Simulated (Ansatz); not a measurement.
thulium atom (Tm), doublet (core potentials on Tm); B3LYP/def2-TZVPP (Ansatz, a program for electronic structure).

Input for Ansatz:
Ansatz 0.2 input:
```yaml
crystal:
  periodic: [false, false, false]
  atoms:
    - {symbol: Tm, position_ang: [0.00000000, 0.00000000, 0.00000000]}
basis:
  gaussian:
    orbitals: def2-TZVPP
hamiltonian:
  xc: b3lyp
magnetization: {spin_polarized: true, initial_magnetization: 1}
```

### Question
Write the output that Ansatz gives for this input, abridged.

### Answer

```
Functional definition: B3LYP
880 factors; their error is unknown
mean field evaluation 1: about -29544.0372 eV, gradient 1.8e1 eV
mean field evaluation 2: about -29543.1847 eV, gradient 4.2e1 eV
mean field evaluation 4: about -29544.3711 eV, gradient 6.4e-1 eV
mean field evaluation 8: about -29544.3323 eV, gradient 1.3e0 eV
mean field evaluation 16: about -29544.6308 eV, gradient 1.4e-5 eV
mean field evaluation 32: about -29544.4520 eV, gradient 3.5e-1 eV
mean field -29544.63075140 eV, -1085.7451540438 hartree, gradient 1.6e-5 eV, S^2 0.750763; 3 other end points of the search recorded, 0 dependent functions left out
reference -29544.63089355 eV, -1085.7451592677 hartree; 21, 20 occupied and 84, 85 virtual orbitals, 880 factors
Total energy: -29544.63089355 eV, -1085.7451592677 hartree
```
